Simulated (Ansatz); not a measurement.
`CCCCC#N` + `CBO` → `CCBO` + `CCCC#N`  (formal exchange of groups at a C–C bond)

Gas-phase electronic energies from Ansatz, PBE0-D4/def2-TZVP geometries. CCSD(T)/CBS is the MP2 limit (def2-TZVPP, def2-QZVPP) plus CCSD(T) − MP2 in def2-TZVPP, frozen cores. DFT in def2-TZVPP. One conformer a species, not always the lowest.

```csv
level,ΔE (kJ/mol),difference from CCSD(T)/CBS
BLYP-D4,14.7,-1.1
r2SCAN-D4,16.4,0.6
PBE0-D4,15.3,-0.5
ωB97M-V,16.0,0.2
PBE-QIDH,15.5,-0.3
PBE0,13.9,-1.9
CAM-B3LYP,14.3,-1.5
MP2/def2-SVP,18.2,2.4
CCSD/def2-SVP,16.2,0.4
HF/def2-TZVPP,12.7,-3.1
MP2/def2-TZVPP,17.2,1.4
SCS-MP2/def2-TZVPP,15.6,-0.2
CCSD/def2-TZVPP,15.1,-0.7
CCSD(T)/def2-TZVPP,15.6,-0.2
MP2/def2-QZVPP,17.3,1.5
SCS-MP2/def2-QZVPP,15.6,-0.2
CCSD(T)/CBS,15.8,0
```

Largest T1 diagnostic among the species: 0.012.

Leaving LDA and LC-ωPBE aside and taking each functional with its dispersion term where it has one, the values, not all of them listed here, spread over 3.1 kJ/mol, from B2PLYP to B97M-V. LDA lies +4.0 kJ/mol from PBE without D4.
